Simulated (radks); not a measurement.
The numbers below are computed, except where a source is named.
Coulomb parameter of the 4f shell of the terbium ion Tb+ in the model configuration [Xe] 4f8 5d1 6s1, as a second difference U = [E(n + 0.5) + E(n - 0.5) - 2 E(n)] / (0.5)^2 with all orbitals relaxed. "Bare": the charge of the atom changes with n. "Screened": the 5d shell takes up the change at fixed total charge, which measures U(4f,4f) + U(5d,5d) - 2 U(4f,5d). Code: a radial shooting solver on a logarithmic mesh with Libxc functionals. Model: Dirac Kohn-Sham, PBE, spin-unpolarised, spherical densities, finite nucleus; open shells are shared between the two j in proportion to 2j + 1; Fermi nuclear charge, rms radius 5.06 fm.

case	configuration	E - E(n) (eV)
start	[Xe] 4f8 5d1 6s1	0.000
bare +0.5	[Xe] 4f8.5 5d1 6s1	-5.806
bare -0.5	[Xe] 4f7.5 5d1 6s1	9.690
screened +0.5	[Xe] 4f8.5 5d0.5 6s1	-2.883
screened -0.5	[Xe] 4f7.5 5d1.5 6s1	4.148

U(bare) = 15.534 eV, U(screened by 5d) = 5.059 eV, against the Slater integral F0(4f,4f) = 30.159 eV with frozen orbitals.
